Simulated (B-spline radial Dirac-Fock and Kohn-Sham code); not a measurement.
Model: the Dirac equation of a negative muon with reduced mass in the field of a spherical finite nucleus, with the Uehling potential to all orders; nuclear polarisation, deformation, hyperfine structure, self-energy, higher-order vacuum polarisation, relativistic recoil and electron screening are left out. Program: a radial B-spline solver. The nuclear charge is a uniformly charged sphere.

Q: A muonic atom of atomic mass 151.92 u emits these computed lines: 2p3/2 → 1s1/2 4431 keV, 3d5/2 → 2p3/2 1493 keV, 4f7/2 → 3d5/2 532.9 keV, 5g9/2 → 4f7/2 245.4 keV. Which element is it, and what rms charge radius was used?

A: Samarium (Z = 62, nuclide ¹⁵²Sm); the high transitions hardly feel the nucleus and fix Z. The 2p → 1s line lies 4256 keV below the value for a point nucleus without QED, which for this nuclear model gives a radius near 5.08 fm (5.0819 fm was used).
